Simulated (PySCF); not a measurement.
C6H5OH (phenol), optimised at HF/6-31G*:

```xyz
13

O      2.4598     0.1136    -0.1658
C      1.1111     0.0552    -0.0813
C      0.4221    -1.1446    -0.0092
C     -0.9625    -1.1385     0.0759
C     -1.6628     0.0539     0.0896
C     -0.9609     1.2502     0.0168
C      0.4180     1.2585    -0.0683
H      2.8321    -0.7576    -0.1672
H      0.9600    -2.0778    -0.0193
H     -1.4894    -2.0743     0.1315
H     -2.7352     0.0552     0.1556
H     -1.4927     2.1849     0.0264
H      0.9708     2.1775    -0.1251
```

Method: PySCF energies (xtb for GFN2) plus ideal-gas RRHO corrections (1 bar). 6-31G* has spherical d functions here. All species are closed-shell singlets. B3LYP is the form with VWN-RPA correlation.

Task: List the harmonic frequencies (cm⁻¹, unscaled) at this level and at the other levels, each on its own geometry.

Result: 
- HF/6-31G*: 257, 324, 440, 462, 569, 574, 679, 768, 848, 892, 925, 998, 1086, 1088, 1111, 1126, 1181, 1204, 1289, 1299, 1379, 1406, 1499, 1642, 1677, 1802, 1814, 3340, 3360, 3370, 3386, 3395, 4104
- B3LYP/6-31G*: 234, 364, 407, 423, 519, 535, 632, 701, 765, 826, 833, 888, 953, 981, 1014, 1052, 1104, 1188, 1202, 1212, 1307, 1367, 1386, 1521, 1551, 1656, 1670, 3166, 3187, 3196, 3211, 3219, 3747
- GFN2-xTB: 217, 373, 383, 432, 483, 500, 592, 656, 760, 822, 866, 883, 922, 927, 987, 1078, 1108, 1149, 1179, 1188, 1267, 1293, 1337, 1454, 1480, 1596, 1607, 3052, 3080, 3084, 3096, 3109, 3519
- PBE/def2-SVP: 224, 397, 399, 411, 507, 520, 610, 686, 746, 797, 816, 867, 943, 969, 977, 1019, 1060, 1130, 1140, 1158, 1284, 1303, 1389, 1458, 1492, 1609, 1629, 3089, 3112, 3120, 3134, 3140, 3702
- PBE0/def2-TZVP: 230, 353, 408, 420, 517, 536, 630, 701, 766, 827, 840, 894, 948, 968, 1019, 1055, 1101, 1175, 1190, 1199, 1309, 1364, 1383, 1512, 1544, 1664, 1676, 3170, 3191, 3199, 3213, 3220, 3861
